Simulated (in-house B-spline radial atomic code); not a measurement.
# Ionising Au V (Au4+) with different functionals

Computed with a radial B-spline atomic code at the basis-set limit: scalar-relativistic (spin-free X2C) Hamiltonian, Fermi nucleus of rms radius 5.4371 fm, spin-polarised at highest spin, spherical fractional occupations for the functionals, and exact exchange of hybrids averaged over the configuration. The ionisation energy is the difference of two self-consistent energies, [Xe] 4f14 5d7 → [Xe] 4f14 5d6, without Breit or QED terms; ε is the level of the shell that loses the electron (its least bound occupied spin orbital). There is no spin-orbit coupling in this Hamiltonian.

```
   method                    rung  ΔSCF (eV)  -ε(5d) (eV)
     PBE0           global hybrid      60.71        55.54
    B3LYP           global hybrid      60.92        55.29
    TPSSh           global hybrid      60.64        54.25
   M06-2X           global hybrid      61.40        58.45
BHandHLYP           global hybrid      60.59        57.43
  r2SCAN0           global hybrid      60.55        55.47
    B97-1           global hybrid      60.85        55.29
    HSE06  range-separated hybrid      60.66        55.08
    wB97X  range-separated hybrid      60.58        58.06
CAM-B3LYP  range-separated hybrid      60.88        57.18
  LC-wPBE  range-separated hybrid      60.66        58.46
```

Q: Among the functionals, which spreads more, the ΔSCF values or the orbital energies?

A: The orbital energies: ΔSCF values span about 0.85 eV and the orbital energies 4.21 eV; here energy differences depend much less on the functional than eigenvalues do.

Q: How do they compare with the NIST value?

A: NIST lists 60 eV ± 1.9 (tabulated theory, ground level to ground level). Errors run from +0.55 to +1.40 eV; all lie within about twice that uncertainty, so the table can't rank the methods.
